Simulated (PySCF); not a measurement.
C2H6Ge (SMILES C=[CH][GeH3]), singlet, at a GFN2-xTB geometry.

The PySCF input:
```python
from pyscf import gto, scf, dft, tdscf

mol = gto.Mole()
mol.atom = '''
    Ge    0.66414980   -0.23444849   -0.11534476
    C    -1.02603397    0.72240959   -0.13660217
    C    -2.06289268    0.41992095    0.62768879
    H     0.97554695   -0.80420693   -1.46232096
    H     0.63188073   -1.35020173    0.87528771
    H     1.79425346    0.67966910    0.23564313
    H    -1.10481185    1.55478471   -0.82604285
    H    -2.99185172    0.96973770    0.59511150
    H    -2.02425136   -0.40141430    1.32683419
'''
mol.basis = '6-31g'
mol.verbose = 4
mol.build()

mf = dft.RKS(mol)
mf.xc = 'b3lyp'
mf.kernel()
td = mf.TDA()
td.nstates = 5
td.kernel()
td.analyze()
```

Question: What is the computed excitation energies found (B3LYP/6-31G, TDA (PySCF))?

Answer: 7.10, 7.61, 8.15, 8.36, 8.63 eV

Question: What dipole moment does B3LYP/6-31G, TDA give?

Answer: 0.64 D

Question: Estimate the total energy that B3LYP/6-31G, TDA returns for this input.

Answer: -2156.4542 Eh

Question: Give the number of basis functions at the level B3LYP/6-31G, TDA.

Answer: 57

Question: What is the computed HOMO energy (B3LYP/6-31G, TDA)?

Answer: -7.48 eV

Question: What is the computed HOMO-LUMO gap (B3LYP/6-31G, TDA)?

Answer: 7.51 eV
